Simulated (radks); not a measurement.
Results of a calculation; reference values are marked as such.
Isoelectronic series with 13 electrons, all held in the configuration [Ne] 3s2 3p1, which need not be the ground one along the series. Code: a radial shooting solver on a logarithmic mesh with Libxc functionals. Model: non-relativistic Kohn-Sham, LDA (Slater exchange, Perdew-Wang correlation), spin-polarised, spherical densities, point nucleus; open shells are filled with parallel spins first. Total energies (hartree) and mean radii <r> (bohr) (* marks an orbital that is empty in some or all of the ions):

ion	E (hartree)	3p down*	3p up	3s down	3s up
Al	-241.31661	3.508	3.391	2.544	2.537
Si+	-287.91394	2.471	2.434	2.062	2.054
P2+	-338.88283	1.976	1.957	1.749	1.743
S3+	-394.20897	1.666	1.654	1.526	1.521
Cl4+	-453.88478	1.447	1.439	1.358	1.354
Ar5+	-517.90566	1.284	1.278	1.225	1.221
K6+	-586.26866	1.156	1.151	1.117	1.114
Ca7+	-658.97171	1.052	1.048	1.028	1.025
Sc8+	-736.01337	0.9660	0.9631	0.9519	0.9497
Ti9+	-817.39256	0.8937	0.8913	0.8870	0.8851
V10+	-903.10850	0.8318	0.8298	0.8306	0.8289
Cr11+	-993.16056	0.7782	0.7764	0.7811	0.7796
Mn12+	-1087.54826	0.7312	0.7297	0.7374	0.7360
Fe13+	-1186.27122	0.6898	0.6884	0.6983	0.6971
Co14+	-1289.32913	0.6528	0.6517	0.6633	0.6622
Ni15+	-1396.72175	0.6197	0.6187	0.6317	0.6307
Cu16+	-1508.44888	0.5899	0.5890	0.6030	0.6021
Zn17+	-1624.51035	0.5629	0.5620	0.5769	0.5760
Ga18+	-1744.90602	0.5382	0.5375	0.5529	0.5521
Ge19+	-1869.63577	0.5157	0.5150	0.5309	0.5302
As20+	-1998.69950	0.4950	0.4943	0.5106	0.5099
Se21+	-2132.09714	0.4759	0.4753	0.4918	0.4911
Br22+	-2269.82860	0.4582	0.4577	0.4743	0.4737
